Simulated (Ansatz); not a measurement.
C₃H₆InN, SMILES `NC#C[CH2][InH2]`. Charge 0, multiplicity 1. In takes the def2 core potential. Geometry: relaxed with PBE0-D4/def2-TZVP. It is one conformer, not always the lowest.

```xyz
11

N    -1.746    0.239   -1.672
C    -0.797    0.413   -0.736
C     0.073    0.804    0.027
C     1.142    0.896    0.974
In    1.045   -1.309    0.839
H    -2.330    1.042   -1.857
H    -2.274   -0.618   -1.614
H     2.069    1.311    0.583
H     0.875    1.317    1.941
H     2.026   -2.025   -0.372
H    -0.083   -2.069    1.887
```

What is the dipole moment at ωB97M-V/def2-TZVPP? (Estimate.)

Computed: 1.66 D, with components (-1.62, 0.28, -0.24) D in this frame, pointing from negative to positive charge.

And with PBE, r2SCAN, B3LYP? (Best estimate.)

Computed: PBE 1.83 D, r2SCAN 1.82 D, B3LYP 1.73 D.

Give the Mulliken charges with ωB97M-V, PBE, B3LYP in def2-TZVPP. (Estimate.)

The calculation gave: 
```json
{"atom": "N1", "ωB97M-V": "-0.29", "PBE": "-0.28", "B3LYP": "-0.31"}
{"atom": "C2", "ωB97M-V": "0.09", "PBE": "0.07", "B3LYP": "0.10"}
{"atom": "C3", "ωB97M-V": "-0.13", "PBE": "-0.24", "B3LYP": "-0.21"}
{"atom": "C4", "ωB97M-V": "-0.53", "PBE": "-0.38", "B3LYP": "-0.44"}
{"atom": "In5", "ωB97M-V": "0.48", "PBE": "0.51", "B3LYP": "0.57"}
{"atom": "H6", "ωB97M-V": "0.15", "PBE": "0.19", "B3LYP": "0.17"}
{"atom": "H7", "ωB97M-V": "0.15", "PBE": "0.19", "B3LYP": "0.17"}
{"atom": "H8", "ωB97M-V": "0.15", "PBE": "0.12", "B3LYP": "0.12"}
{"atom": "H9", "ωB97M-V": "0.14", "PBE": "0.11", "B3LYP": "0.12"}
{"atom": "H10", "ωB97M-V": "-0.10", "PBE": "-0.14", "B3LYP": "-0.15"}
{"atom": "H11", "ωB97M-V": "-0.10", "PBE": "-0.14", "B3LYP": "-0.15"}
```

B3LYP here is the variant with VWN-RPA as its local correlation; programs differ in this.
